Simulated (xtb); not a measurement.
Cl2Mg, singlet, geometry from GFN2-xTB (such geometries of metal compounds can be far from the true shape).

Here is a job for xtb.
```
$ xtb mol.xyz --gfn 0 --chrg 0 --uhf 0 --json

# file mol.xyz
3

Mg     0.19399681     0.27820801     0.27282162
Cl     1.38743119     0.24793396    -1.48450411
Cl    -1.52437011    -0.44431609     1.29192414
```

Problem. Predict the partial charges in atom order from xtb with GFN0-xTB.

Solution. Mg1 0.35, Cl2 -0.18, Cl3 -0.18

Problem. What is the computed total energy (GFN0-xTB)?

Solution. -9.3902 Eh

Problem. What is the computed HOMO-LUMO gap (GFN0-xTB)?

Solution. 5.83 eV
